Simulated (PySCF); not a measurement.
# PySCF run on RbAl

The script input.py:

```python
from pyscf import gto, dft

mol = gto.M(
    atom='Rb 0 0 0; Al 0 0 3.255',
    basis='jorge-dzp-dkh',
    charge=0,
    spin=0,
    symmetry=True,
    verbose=4,
)
mf = dft.RKS(mol, xc='pw6b95')
mf = mf.sfx2c1e()
mf.kernel()
mf.analyze()
print('orbital energies (hartree):', mf.mo_energy[..., max(0, mol.nelec[1]-3):mol.nelec[0]+3].round(4))
```

```bash
$ OMP_NUM_THREADS=1 python input.py
```

It prints (some set-up lines and the per-cycle HOMO/LUMO lines with their warnings removed):

```
PySCF version 2.14.0

[INPUT] Symbol           X                Y                Z      unit          X                Y                Z       unit  Magmom
[INPUT]  1 Rb     0.000000000000   0.000000000000   0.000000000000 AA    0.000000000000   0.000000000000   0.000000000000 Bohr   0.0
[INPUT]  2 Al     0.000000000000   0.000000000000   3.255000000000 AA    0.000000000000   0.000000000000   6.151058535459 Bohr   0.0

nuclear repulsion = 78.1979227196682
point group symmetry = Coov
symmetry origin: [0.         0.         1.59927522]
symmetry axis x: [1. 0. 0.]
symmetry axis y: [0. 1. 0.]
symmetry axis z: [0. 0. 1.]
num. orbitals of irrep A1 = 28
num. orbitals of irrep E1x = 13
num. orbitals of irrep E1y = 13
num. orbitals of irrep E2x = 3
num. orbitals of irrep E2y = 3
number of shells = 28
number of NR pGTOs = 138
number of NR cGTOs = 60
basis = jorge-dzp-dkh
ecp = {}

******** <class 'pyscf.x2c.sfx2c1e.sfX2C1eSymAdaptedRKS'> ********
method = sfX2C1eSymAdaptedRKS
initial guess = minao
damping factor = 0
level_shift factor = 0
DIIS = <class 'pyscf.scf.diis.CDIIS'>
SCF conv_tol = 1e-09
SCF max_cycles = 50
XC functionals = pw6b95

grids dens level: 3

******** <class 'pyscf.x2c.sfx2c1e.SpinFreeX2CHelper'> ********
approx = 1e
xuncontract = 1
Freeze 0 electrons in irreps []
    50 free electrons in irreps A1 E1x E1y E2x E2y
Initial guess from minao.
tot grids = 41096
init E= -3225.0078792666
cycle= 1 E= -3225.07453767783  delta_E= -0.0667  |g|= 0.0678  |ddm|= 1.51
cycle= 2 E= -3225.07566236847  delta_E= -0.00112  |g|= 0.0278  |ddm|= 0.196
cycle= 3 E= -3225.07582507654  delta_E= -0.000163  |g|= 0.0113  |ddm|= 0.138
cycle= 4 E= -3225.07590559448  delta_E= -8.05e-05  |g|= 0.00621  |ddm|= 0.0728
cycle= 5 E= -3225.07593333788  delta_E= -2.77e-05  |g|= 0.000373  |ddm|= 0.0254
cycle= 6 E= -3225.0759334712  delta_E= -1.33e-07  |g|= 8.63e-05  |ddm|= 0.00395
cycle= 7 E= -3225.07593347675  delta_E= -5.55e-09  |g|= 3.21e-05  |ddm|= 0.000564
cycle= 8 E= -3225.075933478  delta_E= -1.25e-09  |g|= 5.23e-06  |ddm|= 0.000325
cycle= 9 E= -3225.07593347804  delta_E= -4.55e-11  |g|= 6.14e-07  |ddm|= 5.77e-05
Extra cycle  E= -3225.07593347805  delta_E= -2.73e-12  |g|= 3.59e-07  |ddm|= 8.15e-06
converged SCF energy = -3225.07593347805
**** SCF Summaries ****
Total Energy =                       -3225.075933478045954
Nuclear Repulsion Energy =              78.197922719668213
One-electron Energy =                -4627.143952687878482
Two-electron Energy =                 1323.870096490164087
Two-electron Coulomb Energy =         1445.691970312191870
DFT Exchange-Correlation Energy =     -121.821873822027698
Wave-function symmetry id = 0
**** MO energy ****
[14 lines left out]
MO #15 (E1y #3), energy= -4.02732565111069 occ= 2
MO #16 (A1 #8), energy= -4.02729223824426 occ= 2
MO #17 (E1x #4), energy= -2.72654893674591 occ= 2
MO #18 (E1y #4), energy= -2.72654893674591 occ= 2
MO #19 (A1 #9), energy= -2.71968393092402 occ= 2
MO #20 (A1 #10), energy= -1.26811192875602 occ= 2
MO #21 (E1x #5), energy= -0.64282707770893 occ= 2
MO #22 (E1y #5), energy= -0.64282707770893 occ= 2
MO #23 (A1 #11), energy= -0.641617236752133 occ= 2
MO #24 (A1 #12), energy= -0.300235336822591 occ= 2
MO #25 (A1 #13), energy= -0.109718451790132 occ= 2
MO #26 (E1x #6), energy= -0.0574114339458269 occ= 0
MO #27 (E1y #6), energy= -0.0574114339458269 occ= 0
MO #28 (A1 #14), energy= -0.0361714276096692 occ= 0
[32 lines left out]
 ** Mulliken pop on meta-lowdin orthogonal AOs  **
 ** Mulliken pop  **
pop of  0 Rb 1s           2.00000
pop of  0 Rb 2s           2.00000
pop of  0 Rb 3s           1.99992
pop of  0 Rb 4s           1.99989
pop of  0 Rb 5s           0.72219
pop of  0 Rb 6s           0.00578
pop of  0 Rb 7s           0.00511
pop of  0 Rb 8s           0.00156
pop of  0 Rb 2px          2.00000
pop of  0 Rb 2py          2.00000
pop of  0 Rb 2pz          2.00000
pop of  0 Rb 3px          1.99999
[48 lines left out]
 ** Mulliken atomic charges  **
charge of    0Rb =      0.25513
charge of    1Al =     -0.25513
Dipole moment(X, Y, Z, Debye): -0.00000, -0.00000, -3.71461
orbital energies (hartree): [-0.6416 -0.3002 -0.1097 -0.0574 -0.0574 -0.0362]
```

In short: E(SCF) = -3225.075933 Eh, 9 cycles, μz(SCF) = -3.71 D.

Run time: 4.2 s on 1 thread of Arm Neoverse V1 (shared host), peak memory 0.24 GiB.

Stability towards an unrestricted solution was not tested. The bond length is a typed value, not an optimised one.
